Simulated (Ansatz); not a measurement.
(GaP)n off: PBE-D4/def2-SVP single points in Ansatz on relaxed structures, gas phase. Each cluster is the lowest isomer that a short search found in that spin, judged at the geometry's level, and lower ones may exist. HOMO and LUMO are taken over both spins. Binding counts from free atoms in the multiplicity of their measured ground term, without zero-point energy. The structures are stationary points that may keep the symmetry of their start.

```csv
species,atoms,state,geometry,HOMO (eV),LUMO (eV),gap (eV),binding per atom (eV),point group (within 0.1 Å)
GaP2,3,doublet,PBE0-D4/def2-TZVP,-4.79,-4.03,0.76,2.34,C2v
Ga2P3,5,doublet,PBE-D4/def2-SVP,-4.87,-4.37,0.50,2.73,–
Ga3P2,5,doublet,PBE0-D4/def2-SVP,-5.00,-4.44,0.56,2.43,Cs
```

Problem. Estimate the rows for Ga2P (doublet, B3LYP-D4/def2-TZVP geometry).

Solution. 
```
species  atoms    state            geometry  HOMO (eV)  LUMO (eV)  gap (eV)  binding per atom (eV)  point group (within 0.1 Å)
   Ga2P      3  doublet  B3LYP-D4/def2-TZVP      -5.00      -4.65      0.36                   1.85                          Cs
```

The gap (eV) runs from 0.36 (Ga2P) to 0.76 (GaP2). The binding per atom (eV) runs from 1.85 (Ga2P) to 2.73 (Ga2P3).
